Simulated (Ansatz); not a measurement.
**CH6O3Sn (SMILES C[Sn](O)(O)O): the electronic atomisation energy, rung by rung**

CH6O3Sn: 11 atoms, total charge 0, spin state singlet. SMILES: `C[Sn](O)(O)O`. The shape is that of a PBE0-D4/def2-TZVP optimisation. This is one conformer, not always the lowest.

```
atom    x (Å)    y (Å)    z (Å)
   C  -1.6348   0.8215   0.1612
  Sn   0.2422  -0.1215  -0.0239
   O   0.6584  -1.2741   1.5051
   O   1.7180   1.1602  -0.1602
   O   0.3586  -1.2599  -1.6145
   H  -1.5124   1.7512   0.7149
   H  -2.0268   1.0311  -0.8329
   H  -2.3142   0.1588   0.6953
   H   1.5324  -1.0934   1.8613
   H   2.2935   0.9644  -0.9044
   H   0.6853  -2.1383  -1.4020
```

Quantity: the electronic atomisation energy, in eV. The values are calculated. Electronic energies at fixed atoms, without zero-point motion or spin-orbit coupling.

```csv
level,kind,program,value (eV),less CCSD(T)/def2-SVP,CPU time (all runs)
BLYP/def2-SVP (core potential),GGA,Ansatz,39.33,+1.99,5.9 s
revPBE/def2-SVP (core potential),GGA,Ansatz,38.75,+1.41,6.2 s
r2SCAN/def2-SVP (core potential),meta-GGA,Ansatz,39.69,+2.35,11 s
PBE0/def2-SVP (core potential),global hybrid,Ansatz,39.18,+1.84,42 s
wB97X/def2-SVP (core potential),range-separated hybrid,Ansatz,39.76,+2.42,23 s
MP2/def2-SVP (core potential),perturbation theory,Ansatz,38.22,+0.88,3.1 s
CCSD(T)/def2-SVP (core potential),coupled cluster or CI,Ansatz,37.34,0.00,31 s
CCSD/def2-SVP (core potential),coupled cluster or CI,Ansatz,36.92,-0.42,20 s
```

CCSD(T)/def2-SVP (core potential) is the highest level here, not the true value. Correlated wave functions underbind in double-zeta sets. The values span 36.92 to 39.76 eV. In the correlated wave-function rows the outer d shell of Sn is correlated, in sets not made for it. In so small a basis fixed costs decide the times, and correlated methods can beat functionals. CPU times are rough (shared hosts, several kinds of processor and program).
